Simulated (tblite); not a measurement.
C4H6BF2Si (doublet state).
SMILES with atom numbers: `[F:1][B:2]([F:3])[C:4]1=[CH:5][CH2:6][CH2:7][SiH:8]1` (hydrogens: H9 on C5; H10, H11 on C6; H12, H13 on C7; H14 on Si8)
Bond orders are those of one Lewis drawing.

Computed with GFN2-xTB (tblite), gas phase: L-BFGS steps from a force-field or distance-geometry start until the largest atomic force falls under 0.01 eV/Å.

Step 35: E = -654.8136 eV
```
atom  x, y, z in Å  |  force x, y, z in eV/Å
F1      3.1217   -0.8305    1.1154   -0.048  -0.036  -0.059
B2      2.5018   -0.2912    0.0746   -0.024   0.053  -0.014
F3      3.3331    0.1904   -0.8421    0.075   0.048   0.016
C4      0.9859   -0.1258   -0.0558   -0.011  -0.017   0.006
C5      0.0471   -1.0528    0.2296   -0.037   0.039   0.035
C6     -1.3988   -0.7228    0.0316   -0.026   0.107  -0.007
C7     -1.5808    0.7908   -0.1452    0.042   0.049  -0.003
Si8     0.1426    1.4095   -0.7156   -0.133  -0.035  -0.005
H9      0.2885   -2.0544    0.5554    0.037   0.011   0.011
H10    -1.7556   -1.2398   -0.8635    0.004  -0.051  -0.040
H11    -1.9839   -1.1068    0.8683   -0.052  -0.025   0.061
H12    -2.4256    1.0172   -0.7952    0.119  -0.032  -0.002
H13    -1.8026    1.2575    0.8181   -0.009  -0.056   0.001
H14     0.5258    2.7584   -0.2978    0.062  -0.054   0.002
```

Step 36: E = -654.8200 eV
```
atom  x, y, z in Å  |  force x, y, z in eV/Å
F1      3.1127   -0.9857    1.0458   -0.225   0.232  -0.371
B2      2.5020   -0.2961    0.0753    0.258  -0.103   0.075
F3      3.3459    0.2728   -0.7858   -0.043  -0.052   0.207
C4      0.9894   -0.1098   -0.0484   -0.006   0.040  -0.006
C5      0.0550   -1.0436    0.2386   -0.016   0.082   0.094
C6     -1.3900   -0.7091    0.0487   -0.075  -0.175   0.004
C7     -1.5802    0.7966   -0.1637   -0.044  -0.094   0.074
Si8     0.1348    1.4202   -0.7158    0.097  -0.041  -0.021
H9      0.3021   -2.0472    0.5614    0.008   0.092  -0.011
H10    -1.7474   -1.2660   -0.8232   -0.035   0.029  -0.069
H11    -1.9719   -1.0777    0.8978    0.001   0.017   0.037
H12    -2.4159    0.9943   -0.8295    0.040   0.020  -0.044
H13    -1.8233    1.2684    0.7897   -0.037   0.022   0.029
H14     0.4860    2.7826   -0.3129    0.077  -0.069   0.001
```

Step 37: E = -654.8233 eV
```
atom  x, y, z in Å  |  force x, y, z in eV/Å
F1      3.1115   -0.9393    1.0584   -0.063  -0.010  -0.040
B2      2.5007   -0.2921    0.0745    0.019  -0.014  -0.038
F3      3.3443    0.2480   -0.7973    0.057   0.075   0.014
C4      0.9870   -0.1133   -0.0504   -0.017   0.043  -0.018
C5      0.0526   -1.0458    0.2374   -0.014   0.060   0.081
C6     -1.3927   -0.7119    0.0448   -0.056  -0.140   0.013
C7     -1.5804    0.7955   -0.1567   -0.036  -0.070   0.061
Si8     0.1342    1.4178   -0.7140    0.077  -0.041  -0.023
H9      0.2991   -2.0502    0.5584    0.008   0.088  -0.005
H10    -1.7469   -1.2600   -0.8335   -0.036   0.016  -0.069
H11    -1.9778   -1.0848    0.8894   -0.001   0.005   0.038
H12    -2.4150    0.9998   -0.8215    0.024   0.019  -0.040
H13    -1.8218    1.2616    0.8001   -0.028   0.022   0.020
H14     0.5045    2.7744   -0.3118    0.065  -0.053   0.007
```

Task: Estimate the geometry and energy of step 38. (The exact step hangs on the optimiser's Hessian estimate; all steps are aligned on step 37, rigid shifts and turns removed.)

Result: E = -654.8259 eV, largest force 0.146 eV/Å
```
atom  x, y, z in Å  |  force x, y, z in eV/Å
F1      3.1070   -0.9682    1.0414   -0.048  -0.013  -0.029
B2      2.5010   -0.2936    0.0741    0.025   0.009  -0.080
F3      3.3480    0.2653   -0.7845    0.031   0.055   0.046
C4      0.9878   -0.1098   -0.0497   -0.010   0.035  -0.014
C5      0.0542   -1.0430    0.2408   -0.020   0.057   0.071
C6     -1.3915   -0.7113    0.0482   -0.057  -0.133   0.017
C7     -1.5808    0.7953   -0.1596   -0.028  -0.081   0.048
Si8     0.1338    1.4190   -0.7150    0.080  -0.030  -0.018
H9      0.3015   -2.0475    0.5604    0.012   0.088   0.002
H10    -1.7453   -1.2655   -0.8267   -0.040   0.026  -0.061
H11    -1.9765   -1.0781    0.8958    0.006  -0.007   0.032
H12    -2.4125    0.9957   -0.8289    0.014   0.021  -0.034
H13    -1.8254    1.2636    0.7952   -0.034   0.028   0.016
H14     0.4980    2.7777   -0.3137    0.068  -0.057   0.004
```

The energy changes by -0.0027 eV. The first-order estimate −F·Δx gives -0.0028 eV and the mean of the old and new forces, exact on a quadratic surface, -0.0027 eV. The step makes an angle of 78° with the force vector and moves no atom by more than 0.034 Å.

The cost below is that of the whole relaxation. Hardware: Arm Neoverse V2, one thread, on a shared host. Cost: 0.43 s of wall time.
